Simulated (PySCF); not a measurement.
## Dipole response of Tc⁺ (technetium, charge +1)

[Kr] 4d5 5s1, high-spin 7S determinant. Calculation: PySCF 2.14, in dyall-av2z; no relativity, point nucleus. Coupled (time-dependent) response in atomic units; α is the mean over directions. A double-zeta set is small for polarisabilities.

```
method  mean α (bohr³)  C₆ (like pair)  S(−4)
revPBE           38.09           277.6  952.8
```

S(−4) is the Cauchy moment in α(ω) = α(0) + S(−4) ω² + …

α(iu) at revPBE:

```
u (hartree)  α(iu) (bohr³)
          0          38.09
     0.0500          35.89
      0.100          30.87
      0.200          21.14
      0.300          15.18
      0.500          9.478
      0.750          6.382
       1.00          4.722
       1.50          2.941
       2.00          2.015
       3.00          1.110
       5.00         0.4776
```

For an ion, C₆ is the dispersion term alone; charge-induced terms of lower order in 1/R come first.

A non-relativistic calculation at this Z misses sizeable relativistic shifts.
